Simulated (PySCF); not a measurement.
A calculated (UHF, PySCF 2.14, aug-cc-pVDZ-DK, scalar relativity by spin-free X2C-1e) atom or ion has these occupied shells.

```tsv
shell	electrons	orbital energy (eV)	rms radius, mean of both spins (bohr)
1s	2	-9055.7	0.0601
2s	2	-1142.0	0.254
2p	6	-982.78	0.228
3s	2	-148.83	0.767
3p	6	-100.17	0.819
3d	10	-21.801	1.14
```

(1) Name the element and its charge.

Answers

(1) Cu+ (copper, charge +1), in [Ar] 3d10, closed-shell 1S.
